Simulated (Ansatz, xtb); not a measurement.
## Relative energy of two isomers of C6H12O2

We compare a, `COC(=O)C(C)(C)C`, a singlet, with b, `COC(C)(C)C(C)=O`, a singlet. Both are isolated molecules in the gas phase, relaxed with r2SCAN-D4/def2-SVP; the shapes shown needn't be the lowest conformers.

a (Å):

```xyz
20

C    -0.8150   -2.3296    3.3493
C     0.1293   -0.8124    1.8270
C     1.4300   -0.3406    1.1797
C     2.0660   -1.5224    0.4276
C     2.3836    0.1459    2.2846
C     1.1077    0.7984    0.2116
O     0.3480   -1.8239    2.6946
O    -0.9725   -0.3628    1.6149
H    -0.4676   -3.1319    4.0109
H    -1.5354   -2.7200    2.6147
H    -1.3092   -1.5367    3.9307
H     2.9987   -1.1945   -0.0594
H     2.3027   -2.3485    1.1139
H     1.3915   -1.9043   -0.3558
H     2.6235   -0.6653    2.9873
H     1.9403    0.9788    2.8540
H     3.3223    0.5064    1.8333
H     0.4107    0.4665   -0.5722
H     0.6351    1.6421    0.7362
H     2.0324    1.1560   -0.2683
```

b (Å):

```xyz
20

C     1.3966    1.5042    0.1979
C     0.6308   -0.7429    0.6443
C     1.9256   -1.2105    1.3165
C     0.5712   -1.1920   -0.8198
C    -0.5506   -1.4128    1.3854
C    -1.5730   -0.5165    2.0263
O     0.4337    0.6626    0.7794
O    -0.6159   -2.6235    1.4245
H     1.4769    1.3697   -0.8975
H     1.0719    2.5366    0.3917
H     2.4024    1.3719    0.6397
H     1.9295   -2.3087    1.3606
H     2.8132   -0.8815    0.7546
H     1.9906   -0.8155    2.3429
H    -0.3293   -0.7882   -1.3091
H     1.4575   -0.8575   -1.3805
H     0.5308   -2.2898   -0.8569
H    -2.0119    0.1528    1.2701
H    -2.3462   -1.1280    2.5083
H    -1.0842    0.1498    2.7537
```

Problem. Which of the two would you expect CCSD(T)/def2-SVP + ΔMP2/def2-TZVPP electronic energies to favour?

Solution. Structure a; the calculation gives E(b) − E(a) = +82.9 kJ/mol.

Level by level:

```
                             level            geometry  E(b) − E(a) (kJ/mol)  departure from the last row (kJ/mol)  job, with rough time for the two
                          GFN2-xTB            GFN2-xTB                   +85.7                                  +2.8              optimisation, 0.23 s
                         HF/STO-3G            GFN2-xTB                   +67.9                                 −15.0              single point, 0.54 s
      r2SCAN-D4/def2-SVP//GFN2-xTB            GFN2-xTB                   +88.9                                  +6.0               single point, 5.6 s
                r2SCAN-D4/def2-SVP  r2SCAN-D4/def2-SVP                   +87.8                                  +4.9                optimisation, 66 s
                       HF/def2-SVP  r2SCAN-D4/def2-SVP                   +87.6                                  +4.6           part of the CCSD(T) run
                      MP2/def2-SVP  r2SCAN-D4/def2-SVP                   +94.5                                 +11.6           part of the CCSD(T) run
                  CCSD(T)/def2-SVP  r2SCAN-D4/def2-SVP                   +88.6                                  +5.7                      single point
CCSD(T)/def2-SVP + ΔMP2/def2-TZVPP  r2SCAN-D4/def2-SVP                   +82.9                                                   single point, 4.2 min
```

As drawn, both hold the same kinds of bond in the same numbers.

None of the levels shown reverses the order. The largest departure from CCSD(T)/def2-SVP + ΔMP2/def2-TZVPP is that of HF/STO-3G, 15.0 kJ/mol. The last row adds to CCSD(T) the change of the MP2 difference between the two basis sets, here −5.7 kJ/mol.

With thermal terms from frequencies at re-optimised GFN2-xTB minima (ideal gas, soft modes damped towards free rotors, one conformer each, 298.15 K, 1 atm): the zero-point term adds −4.1 kJ/mol; ΔH is +78.9 and ΔG +78.4 kJ/mol.

The correlated steps freeze 8 core orbitals. Run with Ansatz 0.2.0, xtb 6.7.1; the last row on 4 threads of Arm Neoverse V1 on a shared host.
